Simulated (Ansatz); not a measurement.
A structure relaxed at r2SCAN/def2-TZVP in Ansatz, charge 0, singlet:

```xyz
6

Li   -0.7355   -0.4768    1.0042
Li    1.5173    1.1917    1.6792
Li    1.5024   -2.0670    0.1136
Li    0.7351    0.4774   -1.0036
Li   -1.5023    2.0672   -0.1162
Li   -1.5169   -1.1925   -1.6773
```

Task: Give its formula and point group.

Result: the cluster Li6. Point group D4h (tolerance 0.1 Å).

Task: Summarise the bond lengths by kind (pairs closer than 1.2 times the sum of covalent radii, bridged metal pairs left out).

Result: 9 × Li–Li 2.67 to 2.89 Å.

The restricted singlet is unstable: a solution with broken spin symmetry lies lower. At r2SCAN/def2-TZVP a triplet of charge 0 lies 0.08 eV below the restricted singlet, each at its own geometry. The structure comes from a short search, and lower isomers may exist.
